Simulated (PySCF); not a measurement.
H4HfO4, charge +1, multiplicity 2. Atoms are numbered in the order given.

```xyz
9

Hf     0.0000     0.0000     0.0000
O      1.1518    -1.1518     1.0546
H      1.7117    -1.7117     1.6055
O     -1.1518     1.1518     1.0546
H     -1.7117     1.7117     1.6055
O      1.1518     1.1518    -1.0546
H      1.7117     1.7117    -1.6055
O     -1.1518    -1.1518    -1.0546
H     -1.7117    -1.7117    -1.6055
```
Charge +1, spin multiplicity 2.

The structure is a stationary point at PBE0-D3(BJ)/def2-SVP. A frequency run showed that this geometry is not a minimum. The spin state was assumed, not searched. The isomer is the one that the SMILES or the coordinates give; other isomers of the formula were not compared. The def2 effective core potentials stand for the cores of Hf; spin–orbit coupling is left out. Other conformers were not sampled.

Computed with PBE0-D3(BJ)/def2-SVP (PySCF).

Frequencies are harmonic and unscaled.

Modes within 1.5 cm⁻¹ of each other (mostly degenerate sets) share a row, with their intensities summed.

Computed normal modes with their intensities:
```tsv
mode	ν (cm⁻¹)	IR (km/mol)	moving atoms (share of kinetic energy)
1–2	481i	2806.6	O 73 %, Hf 20 %
3	121	4.4	O 70 %, Hf 18 %, H 13 %
4–5	131	0.0	O 88 %, H 12 %
6–7	142	0.8	O 59 %, H 34 %
8–9	305	117.1	H 87 %, O 13 %
10	308	77.8	H 56 %, O 38 %
11	349	0.0	H 91 %, O 9 %
12–13	426	991.4	H 65 %, O 35 %
14–15	430	457.6	O 60 %, H 36 %
16	467	0.0	H 88 %, O 12 %
17	705	0.0	O 94 %
18–19	3894	4905.7	H 93 %
20	3908	907.0	H 94 %
21	3925	0.0	H 94 %
```
